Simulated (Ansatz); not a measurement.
Calculated with Ansatz (gas phase, PBE0-D4/def2-TZVP geometries, no zero-point term in ΔE). CCSD(T)/CBS is the MP2 limit (def2-TZVPP, def2-QZVPP) plus CCSD(T) − MP2 in def2-TZVPP, frozen cores. This one scheme is used for every species. Functionals use def2-TZVPP. One conformer a species, not always the lowest.

Consider the silylene formation by 1,1-elimination: `OC[SiH](F)S` → `OCS` + `F[SiH]`.

| species | B2PLYP energy (Eh) |
| --- | --- |
| `OC[SiH](F)S` | -903.68992 |
| `OCS` | -513.76055 |
| `F[SiH]` | -389.81525 |

(1) Work out ΔE.

Largest T1 diagnostic among the species: 0.015.

Results:

(1) ΔE = (-513.76055) + (-389.81525) − (-903.68992) = 0.11412 Eh = +3.11 eV. CCSD(T)/CBS gives +3.20 eV.

From PBE to PBE0 (25 % exact exchange), in def2-TZVPP and without D4, ΔE moves by +0.14 eV. In def2-TZVPP, CCSD(T) changes the Hartree–Fock value by +0.14 eV (the triples alone add +0.04 eV) and MP2 by +0.35 eV. The D4 term adds +0.17 eV with B3LYP and +0.09 eV with PBE0; it sums over pairs of atoms, weighted by their polarisabilities, and B3LYP, whose exchange is more repulsive, gets the larger term.

B3LYP here is the variant with VWN-RPA as its local correlation; programs differ in this.
